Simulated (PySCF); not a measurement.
# From computed data to an observable: chemical shift, span and skew from a shielding tensor

GaFClBr, SMILES [Cl][Ga]([F])[Br]. Atoms are numbered in the order given.

```xyz
4

Ga    -0.3215    -0.4887     0.0000
F     -2.0119    -0.8902     0.0000
Cl     1.0630    -2.0899     0.0000
Br     0.2858     1.6769     0.0000
```
Charge 0, spin multiplicity 1.

Geometry optimised at PBE0-D3(BJ)/def2-SVP. The structure was generated by enumeration; whether it is a known compound was not checked.

GIAO shieldings from PBE/pcSseg-1 (PySCF), non-relativistic, no solvent. The symmetric part of the tensor of F2 has the principal values 102.7, 244.5, 359.5 ppm. The same nucleus in CFCl3 has σ = 133.6 ppm at this level (PySCF, at its B3LYP-D3(BJ)/def2-TZVP geometry). Without spin–orbit terms, shifts of atoms bonded to Cl or Br come out too high.

Problem. Work out the isotropic shielding, the ¹⁹F shift against CFCl3, the span and the skew.

Solution. 
σ(iso) = (σ11 + σ22 + σ33)/3 = 235.6 ppm. δ = σ(ref) − σ(iso) = 133.6 − (235.6) = -102.0 ppm.
Span Ω = σ33 − σ11 = 256.8 ppm. Skew κ = 3(σ(iso) − σ22)/Ω = -0.10. Tumbling in solution averages the tensor to δ; in a static solid the shielding alone would spread this spin-1/2 line over Ω.
